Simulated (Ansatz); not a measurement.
Computed with Ansatz on PBE0-D4/def2-TZVP structures; ΔE is electronic, products minus reactants. CCSD(T)/CBS is the MP2 limit (def2-TZVPP, def2-QZVPP) plus CCSD(T) − MP2 in def2-TZVPP, frozen cores. This one scheme is used for every species. DFT in def2-TZVPP. def2 core potentials past Kr. For I outer-core shells are correlated without core-valence functions, which leaves a few kJ/mol of doubt a bond. Each species was taken in one conformer, which may not be the lowest.

Consider the ligand exchange at the Si–N bond: `O[SiH](F)N[SiH3]` + HI → `O[SiH](F)I` + `N[SiH3]`.

```csv
level,ΔE (kcal/mol),difference from CCSD(T)/CBS
PBE-D4,-3.2,-2.3
r2SCAN-D4,-1.5,-0.6
ωB97X-V,-0.6,0.3
ωB97M-V,-0.5,0.4
r2SCAN,-1.8,-0.9
PBE0,-2.8,-1.9
HF/def2-TZVPP,0.7,1.6
MP2/def2-TZVPP,-0.9,0.0
SCS-MP2/def2-QZVPP,-0.9,0.0
CCSD/CBS(def2),-0.6,0.3
CCSD(T)/CBS,-0.9,0
```

Largest T1 diagnostic among the species: 0.011.

From PBE to PBE0 (25 % exact exchange), in def2-TZVPP and without D4, ΔE moves by +0.8 kcal/mol.
